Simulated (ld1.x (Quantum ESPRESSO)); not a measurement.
Scattering properties, PAW potential for Cu

```json
{"Element": "copper", "Generator": "ld1.x (Quantum ESPRESSO) 7.5", "Type": "PAW", "Functional": "LDA (PZ)", "Relativity": "scalar-relativistic", "Frozen core": "[Ar]", "Valence charge": "11", "Reference configuration": "3d10 4s1 4p0", "Partial waves": "4s (bound): rcut 1.95, rcutus 2.58 bohr; 4s channel at 0.05 Ry: rcut 1.95, rcutus 2.58 bohr; 4p (bound, empty): rcut 3.20, rcutus 4.10 bohr; 4p channel at 2.3 Ry: rcut 3.20, rcutus 4.10 bohr; 3d (bound): rcut 1.25, rcutus 1.40 bohr; 3d channel at 2.9 Ry: rcut 1.25, rcutus 1.40 bohr", "Local potential": "all-electron potential smoothed inside 1.80 bohr (lloc = -1)", "Core correction": "a·sin(br)/r model core, default radius (core density twice the valence density)", "Augmentation charge": "PSQ, inside the norm-conserving radii"}
```

The phase is arctan(r·u′/u) with u = r·R(r), unwrapped; energies in Ry, scanned from -2 to 5 Ry. A pole is an energy at which the radial function vanishes at the test radius. The pseudo phase is shifted by a multiple of π to meet the all-electron one at the reference energy, and phase errors are pseudo minus all-electron; the curves can meet again beyond the range given. Levels narrower than the energy grid can be missing from the lists of poles. n/a: not evaluated, since a narrow level or a reset projector energy made the automatic matching unsafe.

```tsv
channel	radius (bohr)	reference energy (Ry)	poles, all-electron	poles, pseudo	unbroken range about the reference energy with phases within 0.05 rad	phase error 1 Ry above the reference energy (rad)
s	4.43	-0.36	-0.20, 1.93	-0.20, 1.92, 3.53	below 2.8	-0.001
p	4.43	-0.06	0.32, 2.52	0.32, 2.52, 4.77	below 1.0	-0.029
d	4.43	-0.39	1.22, 3.66	1.22, 3.66	n/a	n/a
```

Phases in the s channel:

```tsv
E (Ry)	all-electron	pseudo
-2.00	1.400	1.400
-1.76	1.386	1.386
-1.52	1.368	1.368
-1.28	1.343	1.343
-1.04	1.304	1.304
-0.80	1.229	1.229
-0.56	0.951	0.951
-0.32	-1.309	-1.310
-0.08	-1.688	-1.688
0.16	-1.835	-1.835
0.40	-2.041	-2.041
0.64	-2.676	-2.678
0.88	-3.996	-3.998
1.12	-4.423	-4.425
1.36	-4.569	-4.571
1.60	-4.646	-4.647
1.84	-4.696	-4.699
2.08	-4.737	-4.741
2.32	-4.775	-4.783
2.56	-4.817	-4.835
2.80	-4.874	-4.928
3.04	-4.970	-5.307
3.28	-5.208	-7.546
3.52	-6.270	-7.846
3.76	-7.369	-8.009
4.00	-7.612	-8.464
4.24	-7.706	-10.391
4.48	-7.757	-10.757
4.72	-7.791	-10.857
4.96	-7.816	-10.906
```
